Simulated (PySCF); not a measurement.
Sr (strontium, neutral) across methods

[Kr] 5p2, high-spin 3P determinant (an excited configuration). Calculation: PySCF 2.14, in ANO-RCC-VTZP; scalar relativity by spin-free X2C-1e. The B2PLYP total includes its PT2 part (frozen core); its orbital energies are those of the SCF part.

```
 method  E (hartree)  mean ε 4p α (eV)  mean ε 4p β (eV)  mean ε 5p α (eV)  Σ⟨r²⟩ (bohr²)   ⟨S²⟩
  B3LYP     -3179.05           -26.667           -26.583            -2.743          91.66  2.000
 r2SCAN     -3179.00           -25.845           -25.795            -2.588          92.71  2.000
    PBE     -3178.64           -25.150           -25.054            -2.558          91.77  2.000
r2SCAN0     -3178.98           -27.627           -27.547            -2.923          93.03  2.000
    UHF  -3177.09181           -32.228           -32.058            -3.711          97.72  2.000
   PBE0     -3178.71           -27.212           -27.100            -2.941          92.84  2.000
 B2PLYP     -3178.51           -28.983           -28.861            -3.084          93.93  2.000
wB97M-V     -3178.74           -29.576           -29.465            -3.533          92.09  2.000
    LDA     -3174.84           -25.192           -25.093            -2.512          90.53  2.000
```
